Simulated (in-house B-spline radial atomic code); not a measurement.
Cu. Computed with a B-spline radial atomic code. Model: non-relativistic spherical atom: semilocal Troullier-Martins pseudo-atom, one channel per l, against all electrons, high spin, G0W0 and RPA with empty states to l = 8, local potential for every l without a channel, a model core (radius 0 = none) keeps its share of the functional.

What the tables leave out is listed at the end.

The pseudopotential gives back the lowest level of each angular momentum of its own functional in the configuration it was made in; a second state of the same l is only approximately right. Exact exchange, RPA and GW see the smooth pseudo-orbitals and miss the exchange with the core, for which the functional's share stands in. The column with an uncorrelated core keeps all orbitals and exact exchange, and so separates missing core correlation from pseudisation. Only the three outermost levels and the lowest empty one were computed. RPA here is direct RPA, with no exchange kernel, and its energies carry an (l + 1/2)⁻⁴ tail. A hybrid on a potential with a model core restores only its own semilocal share of the core's exchange.

Command:
```bash
python run_psgw.py task.json out
```
Settings (lengths in bohr, energies in hartree):
```
Z                      29
electrons              29
configuration          [Ar] 3d10 4s1
generated_in           [Ar] 3d10 4s1
functional             lda,vwn
core_shells            3
radius_factor          0.9
core_correction        True
ion_configuration      [Ar] 3d10
```

Time taken, with all properties: 67 s on 1 thread of Arm Neoverse N1 (shared host).

Given: made with LDA VWN5; model core radius 0.338 bohr; local radius 0.716 bohr; mean-field start LDA VWN5.

Valence shells of the generating configuration: 3s, 3p, 3d, 4s.

Channel: s 0.555, p 0.566, d 1.631 (radii in bohr).

Computed: largest level miss in the spin-unpolarised generating configuration 0.051 eV; valence RPA correlation energy all-electron orbitals -1.483 hartree; valence RPA correlation energy pseudo -1.323 hartree; pseudo-atom RPA polarisability 30.668 bohr³; ionisation by mean-field pseudo minus all 0.065 eV; ionisation by RPA all-electron 8.0557 eV; ionisation by RPA pseudo minus all 0.059 eV.

```csv
level,occupied,mean-field all-electron (eV),mean-field pseudo minus all (eV),G0W0 all-electron (eV),G0W0 uncorrelated core minus all (eV),G0W0 pseudo minus all (eV),exchange self-energy all-electron (eV),exchange self-energy pseudo (eV)
4s up,1,-5.0072,-0.051,-8.1446,0.004,-0.084,-10.991,-10.709
4s down (empty),0,-4.188,-0.053,-1.3643,0.004,-0.051,-2.454,-2.1335
```

Q: What is the ionisation by mean-field all-electron?

A: 8.387 eV.

Q: What is the all-electron RPA polarisability, core included?

A: 31.135 bohr³.

Given: mean-field start PBE0.

Computed: valence RPA correlation energy all-electron orbitals -1.4024 hartree; all-electron RPA polarisability, core included 28.821 bohr³; pseudo-atom RPA polarisability 29.122 bohr³; ionisation by mean-field all-electron 7.7474 eV; ionisation by mean-field pseudo minus all -0.043 eV; ionisation by RPA all-electron 7.9169 eV.

| level | occupied | mean-field all-electron (eV) | mean-field pseudo minus all (eV) | G0W0 all-electron (eV) | G0W0 uncorrelated core minus all (eV) | G0W0 pseudo minus all (eV) | exchange self-energy all-electron (eV) | exchange self-energy pseudo (eV) |
| --- | --- | --- | --- | --- | --- | --- | --- | --- |
| 4s up | 1 | -5.3671 | 0.033 | -7.8448 | 0.004 | 0.008 | -10.454 | -10.07 |
| 4s down (empty) | 0 | -2.6753 | 0.02 | -1.045 | 0.004 | -0.014 | -2.0007 | -1.6967 |

Q: What is the valence RPA correlation energy pseudo?

A: -1.2495 hartree.

Q: What is the ionisation by RPA pseudo minus all?

A: 0.013 eV.

Among the listed levels the largest G0W0 shift of the pseudo-atom is -0.08 eV, for 4s up on the LDA VWN5 start, while leaving the core uncorrelated moves that level by +0.00 eV. The rest, -0.09 eV, comes from pseudisation and the lost core exchange. Not in the tables (levels of low weight, unsolved or above zero; the highest and the empty levels are kept at any weight): on LDA the G0W0 levels 3d down (pseudo minus all -0.14 eV, weights 0.47 and 0.49), 3d up (pseudo minus all -0.14 eV, weights 0.47 and 0.49); on PBE0 the G0W0 levels 3d down (pseudo minus all -0.05 eV, weights 0.71 and 0.70), 3d up (pseudo minus all -0.06 eV, weights 0.46 and 0.51); no Hartree-Fock pseudo-atom is run with a model core.
